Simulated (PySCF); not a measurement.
H6N2OSn. Atoms are numbered in the order given.

```xyz
10

Sn     0.0551     0.0935    -0.2227
N     -0.8654    -1.7027    -0.4375
N      1.5464    -0.3359     1.0893
O     -1.0263     1.5091     0.6635
H      0.3901     0.7609    -1.7605
H     -1.6662    -1.6825    -1.0656
H     -1.1729    -2.1071     0.4450
H      2.0538    -1.1828     0.8388
H      2.2267     0.4118     1.2075
H     -1.1426     1.3221     1.6022
```
Charge 0, spin multiplicity 1.

Coordinates come from a PBE0-D3(BJ)/def2-SVP optimisation. The structure was generated by enumeration; whether it is a known compound was not checked. The def2 effective core potentials stand for the cores of Sn; spin–orbit coupling is left out. Other conformers were not sampled.

Calculation: IEF-PCM-M06-2X/def2-SVP (PySCF 2.14.0).

The values are the electrostatic part of the solvation free energy, E(continuum) − E(gas) at the gas-phase geometry, in a cavity of scaled van der Waals radii (PySCF's table); cavitation and dispersion terms are not included. A continuum can't describe solvent molecules that bind to the metal. In vacuum the orbital gap is 9.64 eV. The dipole moment in vacuum is 1.33 D.

Computed values in water (ε = 78.36), dichloromethane (ε = 8.93), 1-octanol (ε = 9.86):
| solvent | ε | ΔG(elec) (kcal/mol) | dipole (D) | gap (eV) |
|---|---|---|---|---|
| water | 78.36 | -10.2 | 1.58 | 9.77 |
| dichloromethane | 8.93 | -8.6 | 1.54 | 9.75 |
| 1-octanol | 9.86 | -8.7 | 1.55 | 9.75 |
